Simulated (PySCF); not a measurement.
**Working out the ionisation energy of Se**

Se [Ar] 3d10 4s2 4p4 (3P) → Se⁺ [Ar] 3d10 4s2 4p3 (4S). All numbers are calculated (PySCF 2.14, scalar relativity by spin-free X2C-1e, in x2c-TZVPPall (6s5p4d1f, 48 functions)). Frozen: [Ar] 3d10. Energies in hartree (1 hartree = 27.21139 eV):

| part | Se (lower) | Se⁺ (upper) |
| --- | --- | --- |
| UHF | -2428.066400 | -2427.752446 |
| CCSD correlation | -0.118554 | -0.089656 |
| (T) | -0.003584 | -0.002538 |

Problem. What does Hartree-Fock give?

Solution. (-2427.752446) − (-2428.066400) = 0.313954 hartree = 8.543 eV.

Problem. What do CCSD and CCSD(T) give?

Solution. The CCSD correlation energies differ by 0.028898 hartree = 0.786 eV and the triples by 0.001046 hartree = 0.028 eV, so CCSD gives 9.329 eV and CCSD(T) 9.357 eV.

Measured between the centres of the two terms (NIST): 9.635 eV, so CCSD(T) (valence) is off by -0.278 eV.

What remains against the reference includes basis incompleteness, the frozen core and higher excitations.
